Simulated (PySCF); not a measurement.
## Krypton: a sound run and one with changed settings

Sound run: Kr [Kr], Kr⁺ [Ar] 3d10 4s2 4p5. Calculation: PySCF 2.14, in cc-pVDZ-PP with ECP10MDF; a scalar-relativistic core potential. The sound run starts from symmetry-adapted Hartree-Fock orbitals and uses a fine grid where one is needed.

Changed run: 14 angular points. This setting is unsound on purpose.

| species | method | sound run (hartree) | changed run (hartree) | converged |
| --- | --- | --- | --- | --- |
| Kr | UHF | -462.17947 | -462.17947 | yes |
| Kr | r2SCAN | -463.42835 | -463.42835 | yes |
| Kr | B3LYP | -463.62627 | -463.62627 | yes |
| Kr⁺ | UHF | -461.69600 | -461.69600 | yes |
| Kr⁺ | r2SCAN | -462.90631 | -462.90909 | yes |
| Kr⁺ | B3LYP | -463.10673 | -463.10669 | yes |

Ionisation energy of Kr:

| method | sound run (eV) | changed run (eV) |
| --- | --- | --- |
| UHF | 13.156 | 13.156 |
| r2SCAN | 14.206 | 14.130 |
| B3LYP | 14.137 | 14.139 |

A coarse angular grid integrates products of high-l functions wrongly, so density functionals can shift, and the SCF can exploit the error; Hartree-Fock and MP2 need no grid.

For comparison, NIST gives 14.000 eV between the lowest levels.
